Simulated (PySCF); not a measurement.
A structure optimised at PBE-D3(BJ)/def2-SVP, used in a PySCF frequency run:

```xyz
5

F     -1.6771     0.6004     0.0000
C     -0.3523     0.4179     0.0000
Cl     0.4584     1.9996     0.0000
Br     0.1345    -0.5986    -1.6103
Br     0.1345    -0.5986     1.6103
```

Q: Write its SMILES, formula and point group.

A: FC(Cl)(Br)Br, CBr2ClF, Cs

Q: What are its rotational constants (standard atomic weights)?

A: 1.8518, 1.0536, 0.81241 GHz
